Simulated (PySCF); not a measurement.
**Static response to an electric field**

Compound: C8H9F.
Geometry (GFN2-xTB, Å), atoms numbered from 1 in this order:
```xyz
18
C8H9F angstrom
C      2.881    0.141    0.377
C      1.396    0.060    0.193
C      0.846   -0.719   -0.815
C     -0.524   -0.782   -1.000
C     -1.374   -0.062   -0.174
C     -2.868   -0.110   -0.343
F     -3.248   -0.932   -1.373
C     -0.831    0.722    0.836
C      0.537    0.781    1.015
H      3.363   -0.781    0.061
H      3.135    0.335    1.416
H      3.287    0.955   -0.226
H      1.496   -1.285   -1.467
H     -0.937   -1.392   -1.789
H     -3.355   -0.495    0.561
H     -3.270    0.885   -0.572
H     -1.487    1.288    1.483
H      0.946    1.396    1.804
```

Level: PBE0/def2-SVPD (PySCF), static field, nuclei fixed, core orbitals frozen in the response. The polarisability tensor in these axes (au):

```
x   122.37   0.22   4.22
y     0.22  73.94  17.55
z     4.22  17.55  81.62
```

Give the principal values, the mean and the anisotropy Δα = √{½[(α1 − α2)² + (α2 − α3)² + (α1 − α3)²]}.

Principal values 59.71, 95.32 and 122.90 au; mean 92.64 au = 13.73 Å³ = 15.27 × 10⁻⁴⁰ C²·m²/J; Δα = 54.87 au (59 % of the mean).

What is the dipole moment, and where does it point?

(0.97, 1.01, 1.23) D, 1.86 D in size, pointing from the negative to the positive side. Measured along this direction, the outermost atoms are F7 at the negative end and H11 at the positive end.

Rayleigh depolarisation ratio (linearly polarised light, static tensor)?

ρ = 3Δα²/(45ᾱ² + 4Δα²) = 9031.4/(386227 + 12041.8) = 0.0227.

Traceless (Buckingham) quadrupole moment about the centre of nuclear charge: eigenvalues?

-5.37, -4.14, 9.50 D·Å. The values depend on the origin, since the dipole doesn't vanish. The electronic extent ⟨r²⟩ about the same centre is 1406 bohr², a root-mean-square distance of 2.44 Å for the 66 electrons.

In TDDFT the mean static polarisability is Σ f/ω² over all singlet excitations (ω in hartree). How much of it do the 6 lowest give? Their energies (eV) and oscillator strengths: 5.34, 0.0069; 5.99, 0.0734; 6.65, 0.0001; 6.90, 0.4309; 6.95, 0.7337; 7.03, 0.0025.

They add up to 19.67 au, 21.2 % of the 92.64 au; the largest single term is 11.23 au, from the state at 6.95 eV. Terms in order: 0.18, 1.52, 0.00, 6.70, 11.23, 0.04 au. Higher excitations give the rest. The strengths listed sum to 1.248.

Refractivity n − 1 of an ideal gas of it at 350 K and 1 atm, from the electronic α?

N = p/kT = 2.0968 × 10¹⁹ cm⁻³, so n − 1 = 2π × N × 13.73 × 10⁻²⁴ cm³ = 1809 × 10⁻⁶ at long wavelengths.

Geometry: GFN2-xTB, one conformer, isolated molecule.

The run behind these numbers computed excited states as well. Cost: about 2.5 min of CPU time on one thread (grids of density and orbitals included); the machine was shared, so the figure is rough.
